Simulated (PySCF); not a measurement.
# Shapes and spin states of OsO₂

All numbers come from PBE0/[Os def2-TZVP with ECP60, O def2-TZVP], scalar-relativistic core potentials, density fitting, no spin–orbit coupling, PySCF.

Relaxations began from a few typed shapes and spin states; open shells are unrestricted. The search is not exhaustive: other isomers or separated fragments can lie lower, and high-lying points may rest on an excited occupation.

Which is the lowest minimum found?
A. triplet D∞h: Os–O 1.712 Å (×2); O–Os–O 180.0°
B. quintet C2v: Os–O 1.724 Å (×2); O–Os–O 117.7°
C. broken-symmetry Ms = 0 (⟨S²⟩ 0.96) C2v: Os–O 1.683 Å (×2); O–Os–O 133.4°
D. singlet (closed shell, unstable to spin polarisation) C2v: Os–O 1.669 Å (×2); O–Os–O 122.3°
E. quintet D∞h: Os–O 1.778 Å (×2); O–Os–O 180.0°
F. triplet C2v: Os–O 1.683 Å (×2); O–Os–O 133.7°
G. singlet (closed shell, unstable to spin polarisation) D∞h: Os–O 1.705 Å (×2); O–Os–O 180.0°
H. triplet C2v: Os–O 1.867 Å (×2), O–O 1.408 Å; O–Os–O 44.3°, O–O–Os 67.9° (×2)

F. The others lie at 24.7 (broken-symmetry Ms = 0 C2v), 32.3 (triplet D∞h, a saddle point), 70.8 (singlet C2v), 85.5 (quintet C2v), 104.5 (singlet D∞h, a saddle point), 244.7 (quintet D∞h, a saddle point), 424.7 (triplet C2v) kJ/mol above it.

Formally Os is in oxidation state +4, d4, with 2 unpaired electrons (the high-spin count would be 4). The Mulliken spin on Os is 1.86. The polar-tensor charge on Os, 1.26, is far below the formal one.

For the lowest minimum: with open d or f shells other occupations or spin states may lie lower. Spin–orbit coupling, left out here, can matter for elements this heavy.

The electron or spin density has lower symmetry than the nuclear frame for the broken-symmetry Ms = 0 (⟨S²⟩ 0.96) C2v at 24.7 kJ/mol, quintet D∞h at 244.7 kJ/mol.
